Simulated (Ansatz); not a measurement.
The inner images of a band of ClH + H4Sn (7 atoms, charge 0, multiplicity 1) are given out of order.

These are results of RKS PBE0-D4/def2-SVP in Ansatz 0.2.0, not measurements.

Initial state:

```xyz
7
Properties=species:S:1:pos:R:3
Sn 0.311 0.000 -0.150
H 0.311 0.000 1.566
H 1.939 0.000 -0.681
H -0.474 1.406 -0.719
H -0.474 -1.406 -0.719
Cl -3.109 0.000 1.596
H -2.109 0.000 2.405
```

Final state:

```xyz
7
Properties=species:S:1:pos:R:3
Sn -0.417 0.000 -0.758
H -0.087 0.000 3.515
H 0.926 0.000 0.295
H -0.517 1.420 -1.700
H -0.517 -1.420 -1.700
Cl -2.330 0.000 0.629
H -0.664 0.000 3.017
```

Problem. Put them in order from the first end to the last, with their energies above the first end.
A.
```xyz
7
Properties=species:S:1:pos:R:3
Sn -0.397 0.000 -0.247
H 0.068 0.000 2.144
H 1.300 0.000 0.159
H -0.684 1.504 -0.975
H -0.684 -1.504 -0.975
Cl -2.503 0.000 1.042
H -0.705 0.000 2.150
```
B.
```xyz
7
Properties=species:S:1:pos:R:3
Sn -0.451 0.000 -0.417
H 0.113 0.000 2.498
H 1.062 0.000 0.392
H -0.617 1.473 -1.250
H -0.617 -1.473 -1.250
Cl -2.448 0.000 0.877
H -0.647 0.000 2.448
```
C.
```xyz
7
Properties=species:S:1:pos:R:3
Sn -0.451 0.000 -0.589
H 0.082 0.000 2.986
H 0.888 0.000 0.469
H -0.536 1.431 -1.512
H -0.536 -1.431 -1.512
Cl -2.417 0.000 0.725
H -0.636 0.000 2.731
```
D.
```xyz
7
Properties=species:S:1:pos:R:3
Sn 0.129 0.000 -0.090
H 0.043 0.000 1.643
H 1.811 0.000 -0.358
H -0.603 1.411 -0.712
H -0.603 -1.411 -0.712
Cl -2.825 0.000 1.602
H -1.558 0.000 1.924
```
E.
```xyz
7
Properties=species:S:1:pos:R:3
Sn -0.192 0.000 -0.128
H -0.036 0.000 1.861
H 1.536 0.000 -0.027
H -0.691 1.480 -0.798
H -0.691 -1.480 -0.798
Cl -2.560 0.000 1.309
H -0.973 0.000 1.878
```

Solution. D (+10.7 kJ/mol), E (+117.2 kJ/mol), A (+30.7 kJ/mol), B (-33.2 kJ/mol), C (-56.2 kJ/mol).

Run time: 91 s on 1 thread of AMD EPYC 9R45 96-Core Processor (Zen 5), with other jobs on the host, peak memory 0.16 GiB.
